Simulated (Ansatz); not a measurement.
W(O)2(Cl)(OH) (ClHO3W), SMILES [W](=[O])([OH])([Cl])=[O], multiplicity 1. Atoms are numbered in the order given.

```xyz
6

W     -0.0159    -0.1242     0.0000
O      0.8757    -0.6390    -1.3644
O      0.8757    -0.6390     1.3644
Cl    -0.1653     2.1666     0.0000
O     -1.7013    -0.9457     0.0000
H     -2.0663    -1.8392     0.0000
```
Charge 0, spin multiplicity 1.

Coordinates come from a B3LYP-D3(BJ)/def2-SVP optimisation. The spin state was assumed, not searched. The structure was generated by enumeration; whether it is a known compound was not checked. The def2 effective core potentials stand for the cores of W; spin–orbit coupling is left out. Other conformers were not sampled.

Two levels are set side by side: PBE-D3(BJ)/def2-SVP (Ansatz, a program for electronic structure) and B3LYP-D3(BJ)/def2-SVP (Ansatz). Each level has its own optimised geometry; the coordinates shown are those of the second. Differences are taken from unrounded values.

| quantity | B3LYP-D3(BJ) |
|---|---|
| mean bond length (Å) | 1.711 |
| bond W1–O2 (Å) | 1.709 |
| bond W1–O3 (Å) | 1.709 |
| bond W1–Cl4 (Å) | 2.296 |
| bond W1–O5 (Å) | 1.875 |
| bond O5–H6 (Å) | 0.965 |

Problem. What does PBE-D3(BJ) give, and how far is it from B3LYP-D3(BJ)? (The exact figures need the calculation; the answer reports its results.)

Solution. 
| quantity | PBE-D3(BJ) | PBE-D3(BJ) minus B3LYP-D3(BJ) |
|---|---|---|
| mean bond length (Å) | 1.718 | 0.007 |
| bond W1–O2 (Å) | 1.720 | 0.011 |
| bond W1–O3 (Å) | 1.720 | 0.011 |
| bond W1–Cl4 (Å) | 2.294 | -0.001 |
| bond W1–O5 (Å) | 1.883 | 0.008 |
| bond O5–H6 (Å) | 0.973 | 0.008 |

GGA bonds tend to be longer and softer than those of functionals with exact exchange. Differences between two approximate levels are no errors against the true value.
